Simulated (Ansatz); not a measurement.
The cluster Si₂Ge₃. Total charge 0; singlet. Geometry PBE-D4/def2-SVP; atoms count from 1.

```tsv
atom	x (Å)	y (Å)	z (Å)
Si1	-0.298	0.486	1.199
Si2	0.927	-0.587	-0.750
Ge3	-1.383	-1.062	-1.050
Ge4	-1.205	1.443	-0.782
Ge5	1.959	-0.279	1.382
```

The structure comes from a short search, and lower isomers may exist.

Q: Estimate the Mulliken populations from the PBE0/def2-TZVP orbitals of Ansatz.

A: 
```csv
atom,charge (e)
Si1,-0.09
Si2,-0.09
Ge3,0.04
Ge4,0.04
Ge5,0.10
```
Mulliken values depend strongly on the basis.

Q: And the Mayer bond orders between heavy atoms (over 0.3)?

A: Si1–Si2 0.80 (2.54 Å); Si1–Ge3 0.42 (2.94 Å); Si1–Ge4 1.04 (2.38 Å); Si1–Ge5 1.04 (2.39 Å); Si2–Ge3 1.05 (2.38 Å); Si2–Ge4 0.42 (2.94 Å); Si2–Ge5 1.04 (2.39 Å); Ge3–Ge4 0.95 (2.53 Å).
